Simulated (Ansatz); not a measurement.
`[GaH2][I]` + H₂O → `[OH][GaH2]` + HI at 600 K and 1 bar (formal hydrolysis of a Ga–I bond).

Calculated with Ansatz (gas phase, PBE0-D4/def2-TZVP geometries, no zero-point term in ΔE). CCSD(T)/CBS is the MP2 limit (def2-TZVPP, def2-QZVPP) plus CCSD(T) − MP2 in def2-TZVPP, frozen cores. This one scheme is used for every species. Elements past krypton have def2 core potentials. For Ga, I outer-core shells are correlated without core-valence functions, which leaves a few kJ/mol of doubt a bond. Scalar relativity is left out up to krypton.

```csv
species,CCSD(T)/CBS energy (Eh),H − E (kJ/mol),S (J/(mol·K))
`[GaH2][I]`,-2222.61527,67.0,325.9
H₂O,-76.37941,76.8,212.8
`[OH][GaH2]`,-2000.92981,103.5,310.5
HI,-298.03592,31.6,227.0
```

H − E and S are ideal-gas, rigid-rotor, harmonic terms from PBE0-D4/def2-TZVP. 1 Eh = 2625.50 kJ/mol, R = 8.31446 J/(mol·K).

Question: By hand: ΔE, ΔH, ΔS and ΔG.

Answer: ΔE = (-2000.92981) + (-298.03592) − (-2222.61527) − (-76.37941) = 0.02895 Eh = 76.0 kJ/mol. Δ(H − E) = 103.5 + 31.6 − 67.0 − 76.8 = -8.7, so ΔH = 67.3 kJ/mol. ΔS = 310.5 + 227.0 − 325.9 − 212.8 = -1.2 J/(mol·K). ΔG = 67.3 − 600 × (-1.2)/1000 = 68.0 kJ/mol.

Question: By hand: the equilibrium constant, and the temperature at which ΔG would vanish if ΔH and ΔS stayed fixed.

Answer: log₁₀ K = −ΔG/(RT ln 10) = -5.9. ΔH and −TΔS have one sign here, so there is no such temperature. One of them is within its doubt of zero, so this could turn.

The number of gas molecules stays the same, so ΔS is small and ΔH decides. A doubt of 5 kJ/mol in ΔE shifts log₁₀ K by 0.4 here. These are equilibria of isolated gas molecules and say nothing of rates. Largest T1 diagnostic: 0.015 (customary marks: 0.02 for closed shells, 0.045 for open ones).
